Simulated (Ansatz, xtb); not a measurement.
## CH5BrGeOSi: which of two isomers lies lower

Structure X is `O=C[SiH2][GeH2][Br]`, a singlet and structure Y is `O=C[Si@@H]([GeH3])Br`, a singlet. Both are isolated molecules in the gas phase, relaxed with r2SCAN-D4/def2-SVP; the shapes shown needn't be the lowest conformers.

X (Å):

```yaml
atoms:
  - { symbol: C, position_ang: [0.9015, -1.0150, 0.0233] }
  - { symbol: Br, position_ang: [-3.7323, -1.0465, 2.7453] }
  - { symbol: Ge, position_ang: [-2.3512, -1.1106, 0.8635] }
  - { symbol: O, position_ang: [0.3141, -1.1238, -1.0331] }
  - { symbol: Si, position_ang: [-0.1238, -0.9290, 1.6695] }
  - { symbol: H, position_ang: [2.0286, -0.9654, 0.0340] }
  - { symbol: H, position_ang: [0.1326, 0.3666, 2.3697] }
  - { symbol: H, position_ang: [0.2567, -2.0533, 2.5780] }
  - { symbol: H, position_ang: [-2.6350, -2.4447, 0.1632] }
  - { symbol: H, position_ang: [-2.7725, 0.0669, -0.0235] }
```

Y (Å):

```csv
atom,x (Å),y (Å),z (Å)
C,-1.5608,2.3004,-0.0843
Br,1.2798,0.9521,-1.3913
Ge,-0.9538,-0.9029,1.1191
O,-2.6209,2.1330,0.4758
Si,-0.0567,1.1749,0.3958
H,-1.4417,3.1008,-0.8710
H,0.7188,1.8828,1.4602
H,-1.9320,-1.4114,0.0535
H,-1.6924,-0.7155,2.4501
H,0.1757,-1.9248,1.3032
```

Q: Estimate which is lower in electronic energy at CCSD(T)/def2-SVP + ΔMP2/def2-TZVPP, and by roughly how much.

A: The CCSD(T)/def2-SVP + ΔMP2/def2-TZVPP calculation puts structure Y lower, by 0.127 eV.

How the difference moves with the method:

```tsv
level	geometry	E(Y) − E(X) (eV)	departure from the last row (eV)	job, with rough time for the two
r2SCAN-D4/def2-SVP	r2SCAN-D4/def2-SVP	−0.138	−0.011	optimisation, 3.9 min
HF/def2-SVP	r2SCAN-D4/def2-SVP	−0.024	+0.103	part of the CCSD(T) run
MP2/def2-SVP	r2SCAN-D4/def2-SVP	−0.111	+0.016	part of the CCSD(T) run
CCSD(T)/def2-SVP	r2SCAN-D4/def2-SVP	−0.090	+0.037	single point
CCSD(T)/def2-SVP + ΔMP2/def2-TZVPP	r2SCAN-D4/def2-SVP	−0.127		single point, 3.3 min
```

As drawn, Y has 1 Br–Si, 1 Ge–H in place of 1 Br–Ge, 1 Si–H.

None of the levels shown reverses the order. The largest departure from CCSD(T)/def2-SVP + ΔMP2/def2-TZVPP is that of HF/def2-SVP, 0.103 eV. Levels run at GFN2-xTB geometries aren't shown. The last row adds to CCSD(T) the change of the MP2 difference between the two basis sets, here −0.037 eV.

With thermal terms from frequencies at re-optimised GFN2-xTB minima (ideal gas, soft modes damped towards free rotors, one conformer each, 298.15 K, 1 atm): the zero-point term adds +0.027 eV; ΔH is −0.103 and ΔG −0.111 eV.

The correlated steps freeze 25 core orbitals; the filled d shell of Br and Ge is correlated, in a basis made for valence electrons. Mirror images aren't counted in ΔG. Run with Ansatz 0.2.0, xtb 6.7.1; the last row on 2 threads of Intel(R) Xeon(R) Processor @ 2.50GHz (Skylake/Cascade Lake) on a shared host.
